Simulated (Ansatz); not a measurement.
The first iterations of a band of C2H6Ge (9 atoms, charge 0, multiplicity 1).

Method: Ansatz 0.2.0, RKS PBE/def2-SVP.

| Property | Result |
| --- | --- |
| movable images | 7 |
| climbing image | yes |
| spring | 5.0 eV/Å² |
| optimiser | quadratic models (default) |
| start path | through a guess of the saddle point |
| force threshold | 0.03 eV/Å |
| iteration limit | 60 |
| end points | relaxed |

Image 0:

```xyz
9
Properties=species:S:1:pos:R:3
C -0.783 0.834 -1.106
C 0.064 0.756 -0.062
Ge 0.550 -0.923 0.808
H -1.262 -0.061 -1.540
H -1.038 1.799 -1.578
H 0.514 1.686 0.333
H 2.083 -1.160 0.723
H -0.195 -2.084 0.097
H 0.155 -0.895 2.310
```

Image 8:

```xyz
9
Properties=species:S:1:pos:R:3
C -0.947 1.057 -0.717
C 0.259 0.489 -0.530
Ge 0.583 -0.968 0.729
H -1.842 0.728 -0.162
H -1.097 1.882 -1.435
H 1.121 0.859 -1.115
H 1.637 -0.550 1.790
H 1.126 -2.220 -0.013
H -0.751 -1.324 1.437
```

| iteration | highest image above the first end (eV) | largest band force component (eV/Å) |
| --- | --- | --- |
| 1 | 0.466 | 3.884 |
| 2 | 0.079 | 0.986 |

**Question.** Does the band converge within its limit, and where does its top end?

**Answer.** The run converged. It ended after 6 iterations with the highest image 0.049 eV above the first end. A vibrational analysis at the climbing image gives one clearly imaginary mode, 119i cm⁻¹: a first-order saddle point.

The run took 93 s on 1 thread of Arm Neoverse V2, with other jobs on the host, peak memory 0.12 GiB.
